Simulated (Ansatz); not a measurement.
`CBCS`. The species carries charge 0 and has multiplicity 1.

```tsv
atom	x (Å)	y (Å)	z (Å)
C1	-1.109	0.745	-0.505
B2	-0.160	-0.513	-0.451
C3	0.608	-0.912	0.843
S4	1.908	-0.016	-0.115
H5	-0.943	1.464	0.304
H6	-2.143	0.392	-0.405
H7	-1.060	1.280	-1.457
H8	-0.141	-1.303	-1.355
H9	0.431	-0.414	1.792
H10	0.960	-1.932	0.980
H11	1.647	1.208	0.370
```

Problem. List the harmonic frequencies (cm⁻¹, unscaled) at PBE0-D4/def2-TZVP in Ansatz. (Best estimate.)

Solution. Ansatz gave: 178, 200, 257, 306, 442, 641, 739, 761, 793, 844, 914, 1014, 1039, 1057, 1112, 1230, 1333, 1446, 1455, 1468, 2585, 2716, 3024, 3085, 3116, 3125, 3200.

Problem. Is this a minimum?

Solution. Yes, all 27 modes are real.

Problem. Give the ideal-gas thermochemistry at 298.15 K and 1 bar (rigid rotor, harmonic oscillator; point group C1, symmetry number 1).

Solution. Zero-point energy 227.8 kJ/mol; H(298) − E = 245.6 kJ/mol; entropy 310.6 J/(mol·K), of which translation 162.5, rotation 105.5, vibration 42.6; G(298) − E = 153.0 kJ/mol.

Problem. And at 400, 500, 600, 800 and 1000 K?

Solution. 
```tsv
T (K)	H − E (kJ/mol)	S (J/mol/K)	G − E (kJ/mol)
400	256.3	341.5	119.7
500	269.0	369.7	84.2
600	283.4	395.9	45.9
800	316.1	442.7	-38.1
1000	352.8	483.7	-130.8
```

Problem. Rotational constants (cm⁻¹)?

Solution. 0.3605, 0.1321, 0.1121.
